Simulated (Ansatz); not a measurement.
Start from `C[O][Mg][Cl]` and change one element to get `C[O][Cd][Cl]`.

Ansatz, PBE0-D4/def2-TZVP geometries, multiplicity 1. Each molecule was computed in one conformer, which needn't be the lowest.

Elements past krypton have def2 core potentials.

```csv
property,`C[O][Mg][Cl]`
LUMO energy (ωB97M-V/def2-TZVPP) / eV,-0.08
LUMO energy (B3LYP/def2-TZVPP) / eV,-1.71
HOMO energy (B3LYP/def2-TZVPP) / eV,-7.23
LUMO energy (PBE/def2-TZVPP) / eV,-2.15
LUMO energy (PBE0/def2-TZVPP) / eV,-1.40
HOMO energy (PBE0/def2-TZVPP) / eV,-7.44
```

Problem. Give the same properties after the change, and the shifts. (Best estimate.)

Solution. The calculation gave: 
```csv
property,`C[O][Cd][Cl]`,shift
LUMO energy (ωB97M-V/def2-TZVPP) / eV,-0.03,0.05
LUMO energy (B3LYP/def2-TZVPP) / eV,-2.13,-0.42
HOMO energy (B3LYP/def2-TZVPP) / eV,-7.29,-0.06
LUMO energy (PBE/def2-TZVPP) / eV,-2.69,-0.54
LUMO energy (PBE0/def2-TZVPP) / eV,-1.80,-0.40
HOMO energy (PBE0/def2-TZVPP) / eV,-7.50,-0.06
```

With PBE0 the HOMO falls by 0.06 eV and the LUMO falls by 0.40 eV, so the gap narrows by about 0.34 eV. PBE moves the HOMO by -0.06 eV and ωB97M-V by 0.01 eV.

B3LYP here is the variant with VWN-RPA as its local correlation; programs differ in this.
